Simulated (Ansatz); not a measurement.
```yaml
crystal:
  periodic: [false, false, false]
  atoms:
    - {symbol: Hf, position_ang: [0.493346, 2.093800, -0.060152]}
    - {symbol: Br, position_ang: [0.731578, 2.822531, 2.304691]}
    - {symbol: Br, position_ang: [-0.745499, 4.042186, -0.993884]}
    - {symbol: Br, position_ang: [2.626489, 2.298073, -1.325228]}
    - {symbol: Br, position_ang: [-1.468653, 0.483612, -0.819768]}
    - {symbol: Hf, position_ang: [-0.492949, -2.092087, 0.059292]}
    - {symbol: Br, position_ang: [-0.729032, -2.828250, -2.303749]}
    - {symbol: Br, position_ang: [-2.628010, -2.291467, 1.323349]}
    - {symbol: Br, position_ang: [0.740873, -4.041543, 1.000921]}
    - {symbol: Br, position_ang: [1.471847, -0.486865, 0.814536]}
basis:
  gaussian: {orbitals: def2-SVP}
total_charge: 1
magnetization: {spin_polarized: true, initial_magnetization: 1}
hamiltonian: {xc: pbe0, dispersion: d4}
scf: {omitted_lower_state_checks: [starts]}
output: {orbitals: {seedname: orbitals}}
```

```sh
$ ansatz run in.yaml --threads 6 --pin off --events-out ev --progress --plain --max-ram 7833MiB
```

**Question.** Does this run fit into the memory that it is given?

**Answer.** No. It has 320 basis functions, and Ansatz plans for 8.27 GiB where 7.64 GiB are given.
